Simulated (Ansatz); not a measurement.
Consider the redistribution: `F[SiH](F)Br` + `C[NH][SnH2][F]` → `CN[SiH](F)Br` + `[F][SnH2][F]`.

Isolated molecules relaxed with PBE0-D4/def2-TZVP in Ansatz; ΔE leaves out vibrations. CBS: MP2 limit from def2 TZ/QZ plus the TZ coupled-cluster correction, frozen cores. Functionals use def2-TZVPP. Elements past krypton have def2 core potentials. For Br, Sn outer-core shells are correlated without core-valence functions, which leaves a few kJ/mol of doubt a bond. Scalar relativity is left out up to krypton. One conformer a species, not always the lowest.

`F[SiH](F)Br`:

Z-matrix (Å, degrees):
```
Si
F 1 1.578
Br 1 2.183 2 109.1
F 1 1.578 2 107.6 3 118.2
H 1 1.466 2 109.7 3 -122.6
```

`C[NH][SnH2][F]`:

Z-matrix (Å, degrees):
```
C
N 1 1.452
H 1 1.095 2 110.3
H 1 1.094 2 109.8 3 -117.4
H 1 1.097 2 114.2 3 121.9
Sn 2 1.997 1 121.4 3 159.9
H 2 1.010 1 112.1 3 -59.6
F 6 1.937 2 109.2 1 65.5
H 6 1.697 2 109.9 1 179.9
H 6 1.698 2 109.0 1 -47.5
```

`CN[SiH](F)Br`:

Z-matrix (Å, degrees):
```
C
N 1 1.449
H 1 1.091 2 109.6
H 1 1.093 2 111.1 3 118.4
H 1 1.095 2 112.3 3 -119.8
Si 2 1.682 1 127.8 3 14.6
H 2 1.007 1 114.7 3 -172.2
Br 6 2.213 2 110.5 1 -47.1
F 6 1.594 2 114.1 1 69.7
H 6 1.473 2 109.1 1 -169.6
```

`[F][SnH2][F]`:

```xyz
5

F     0.298    0.404    1.747
Sn   -0.124    0.043   -0.079
F     1.370   -0.982   -0.681
H    -0.076    1.521   -0.902
H    -1.467   -0.987   -0.084
```

**Question.** Is it downhill or uphill in electronic energy at CCSD(T)/CBS, and by how much? (Best estimate.)

**Answer.** The calculation gave: Uphill: ΔE = +20.8 kJ/mol.

**Question.** What do these levels give: PBE-D4, r2SCAN-D4, ωB97X-V, ωB97M-V, r2SCAN, PBE0, HF/def2-TZVPP, MP2/def2-TZVPP, HF/def2-QZVPP, HF/CBS(def2), MP2/CBS(def2), CCSD/CBS(def2)? (Estimate.)

**Answer.** The calculation gave: PBE-D4 11.3, r2SCAN-D4 14.2, ωB97X-V 12.6, ωB97M-V 14.3, r2SCAN 14.7, PBE0 14.4, HF/def2-TZVPP 17.8, MP2/def2-TZVPP 26.0, HF/def2-QZVPP 16.7, HF/CBS(def2) 16.6, MP2/CBS(def2) 22.2, CCSD/CBS(def2) 20.6 kJ/mol.

Largest T1 diagnostic among the species: 0.014.

In def2-TZVPP, CCSD(T) changes the Hartree–Fock value by +6.8 kJ/mol (the triples alone add +0.2 kJ/mol) and MP2 by +8.2 kJ/mol.
